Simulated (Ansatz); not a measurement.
Compare A (`COC(=N)[SiH2]F`) with its isomer B (`O=CNC(F)[SiH3]`).

Gas-phase electronic energies from Ansatz, PBE0-D4/def2-TZVP geometries. CBS: MP2 limit from def2 TZ/QZ plus the TZ coupled-cluster correction, frozen cores. DFT in def2-TZVPP. B3LYP here is the variant with VWN-RPA as its local correlation; programs differ in this. Each species was taken in one conformer, which may not be the lowest.

A:

Z-matrix (Å, degrees):
```
C
O 1 1.425
H 1 1.091 2 110.5
H 1 1.091 2 110.5 3 -120.1
H 1 1.088 2 105.8 3 119.9
C 2 1.342 1 116.3 3 60.0
Si 6 1.890 2 111.3 1 180.0
N 6 1.265 2 121.8 1 -0.0
F 7 1.601 6 105.3 2 179.9
H 7 1.480 6 111.3 2 62.4
H 7 1.480 6 111.3 2 -62.5
H 8 1.016 6 110.9 2 -180.0
```

B:

```xyz
12

O     1.122    1.586   -1.933
C     1.345    0.448   -1.616
N     0.803   -0.184   -0.531
C    -0.010    0.485    0.417
F     0.762    0.899    1.512
Si   -1.428   -0.606    1.072
H     2.004   -0.222   -2.198
H     1.108   -1.125   -0.339
H    -0.379    1.392   -0.069
H    -2.380   -0.858   -0.039
H    -0.839   -1.894    1.527
H    -2.108    0.078    2.197
```

(1) Which is lower in electronic energy at CCSD(T)/CBS, and by how much? (An estimate is asked.)

(2) Give E(B) − E(A) in kJ/mol with CCSD/def2-TZVPP, B3LYP, B2PLYP, B3LYP-D4, CCSD(T)/def2-TZVPP, MP2/def2-TZVPP, PBE-D4. (Estimate.)

Largest T1 diagnostic: 0.015.

Results:

(1) The calculation gave: A, by 150.7 kJ/mol.

(2) Computed: CCSD/def2-TZVPP 147.0, B3LYP 136.0, B2PLYP 142.5, B3LYP-D4 136.2, CCSD(T)/def2-TZVPP 146.4, MP2/def2-TZVPP 151.3, PBE-D4 121.8. None reverses the order clearly.

From PBE to PBE0 (25 % exact exchange), in def2-TZVPP and without D4, E(B) − E(A) moves by +5.4 kJ/mol.
